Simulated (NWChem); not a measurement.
# MoO3; SMILES [O]=[Mo](=[O])=[O]

All runs: NWChem. Coordinates come from a PBE0/def2-SVP optimisation. def2 effective core potentials on Mo; no spin-orbit coupling. B3LYP is NWChem's, with the RPA form of VWN correlation. Vertical excitations in the gas phase; the lowest state need not have the same character in each row.

```json
[
 {"level": "PBE/def2-SVP, full TDDFT", "lowest excitation, singlet (eV)": "2.03", "oscillator strength of that lowest state": "0.000", "lowest triplet (eV)": "1.91", "orbital gap (eV)": "1.99"},
 {"level": "B3LYP/def2-SVP, full TDDFT", "lowest excitation, singlet (eV)": "2.35", "oscillator strength of that lowest state": "0.000", "lowest triplet (eV)": "2.20", "orbital gap (eV)": "3.69"},
 {"level": "LDA (Slater exchange, VWN5)/def2-SVP, full TDDFT", "lowest excitation, singlet (eV)": "2.01", "oscillator strength of that lowest state": "0.000", "lowest triplet (eV)": "1.91", "orbital gap (eV)": "1.96"}
]
```
